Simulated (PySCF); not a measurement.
Isotope clusters of molecular radical cations, worked from isotope masses and abundances (centroid m/z, relative intensity):

1. 172.0494 (100.0), 173.0528 (9.8), 174.0562 (0.4)
2. 86.1090 (100.0), 87.1124 (6.7)
3. 120.0381 (100.0), 121.0415 (5.5), 122.0433 (0.3)
4. 148.0373 (100.0), 149.0387 (11.5), 150.0341 (8.6), 151.0357 (0.7)
5. 164.0239 (100.0), 165.0254 (11.4), 166.0206 (8.4), 167.0222 (0.7)

Lines and terms under 0.3 % are left out. Candidates, as SMILES:
A. `CCC(C)(C)C`
B. `C[C@@H]1[C@H]([SiH3])C[P@@]1(C)=S`
C. `C=C(F)/C=C1/C(=C)C(F)=C1CF`
D. `FC(F)COC1=CC1`
E. `CC(=S)CCC[SiH2]O`

**Question.** Match clusters and compounds, and give each formula.

**Answer.** 
1 = C, C9H7F3, monoisotopic mass of the neutral 172.0500 u; relative to that species, one 13C gives 9.7 % at +1.
2 = A, C6H14, monoisotopic mass of the neutral 86.1096 u; relative to that species, one 13C gives 6.5 % at +1.
3 = D, C5H6F2O, monoisotopic mass of the neutral 120.0387 u; relative to that species, one 13C gives 5.4 % at +1.
4 = E, C5H12OSSi, monoisotopic mass of the neutral 148.0378 u; relative to that species, one 13C gives 5.4 % at +1, one 29Si gives 5.1 % at +1, one 33S gives 0.8 % at +1, one 34S gives 4.5 % at +2 and one 30Si gives 3.3 % at +2.
5 = B, C5H13PSSi, monoisotopic mass of the neutral 164.0245 u; relative to that species, one 13C gives 5.4 % at +1, one 29Si gives 5.1 % at +1, one 33S gives 0.8 % at +1, one 34S gives 4.5 % at +2 and one 30Si gives 3.3 % at +2.

**Question.** What is the mean mass of the whole cluster 3, and how does it compare with the molar mass?

**Answer.** 120.097 u over all lines, faint ones too (the ion lacks one electron, 0.0005 u); standard atomic weights give 120.098 g/mol for C5H6F2O.

**Question.** Give the exact less the nominal mass of each, in mDa.

**Answer.** C6H14 +109.6, C5H13PSSi +24.5, C9H7F3 +50.0, C5H6F2O +38.7, C5H12OSSi +37.8 (neutral, monoisotopic).

Abundances used (%; other tables differ somewhat): 12C 98.93, 13C 1.07; 1H 99.9885, 2H 0.0115; 16O 99.757, 17O 0.038, 18O 0.205; 32S 94.93, 33S 0.76, 34S 4.29, 36S 0.02; 28Si 92.2297, 29Si 4.6832, 30Si 3.0872.

Masses and patterns are calculated from tabulated isotope masses and abundances.
